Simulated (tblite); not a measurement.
Species: C7H13BFN.
Cartesian coordinates in Å at the GFN2-xTB level; atoms count from 1:
```xyz
23
C7H13BFN angstrom
C      3.599    0.047   -0.464
C      2.345   -0.166    0.188
N      1.338   -0.333    0.718
B      0.008   -0.553    1.306
C     -1.034   -0.571    0.050
C     -0.959   -1.818   -0.811
C     -2.399    0.035    0.212
C     -1.398    0.690   -0.696
C     -0.801    2.021   -0.334
F     -1.529    3.053   -0.900
H      3.687   -0.623   -1.321
H      4.417   -0.152    0.229
H      3.667    1.079   -0.809
H      0.068   -1.609    1.853
H     -0.160    0.345    2.068
H     -1.690   -1.790   -1.619
H      0.032   -1.922   -1.254
H     -1.153   -2.703   -0.208
H     -2.630    0.531    1.143
H     -3.250   -0.458   -0.237
H     -1.572    0.601   -1.764
H     -0.807    2.191    0.744
H      0.219    2.132   -0.724
```

Computed values, GFN2-xTB/tblite, gas phase, harmonic and unscaled. Against measured fundamentals such values can be off by several per cent, at times by over 20. Modes of hydrogen on boron can be 10 to 20 % off. One conformer, not necessarily the lowest. The optimisation stopped once no atom felt more than 0.01 eV/Å.

Lowest wavenumbers of the output (negative numbers stand for imaginary wavenumbers):
```
mode    cm-1
  1     -24.4
  2      29.1
  3      52.1
  4      60.7
  5     127.4
  6     159.8
  7     179.2
  8     206.2
  9     241.5
 10     296.9
```

**Question.** Is this structure a minimum?

**Answer.** Not by this Hessian. 1 mode is imaginary beyond 20i (24i cm⁻¹), so at this level the point lies at or near a first-order saddle. The curvature is small, so loose convergence or finite differences may be the whole cause.

**Question.** Which atoms move in the imaginary mode?

**Answer.** 24i: H11 (methyl hydrogen) 34 %, H13 (methyl hydrogen) 33 %, H12 (methyl hydrogen) 32 %. These are shares of the mass-weighted motion.

**Question.** What is the remedy?

**Answer.** Step along that mode in both directions, optimise again with tighter thresholds and repeat the frequencies. The zero-point energy of this point (116.6 kcal/mol) counts the 62 real modes alone, and thermal corrections from it aren't those of a minimum.
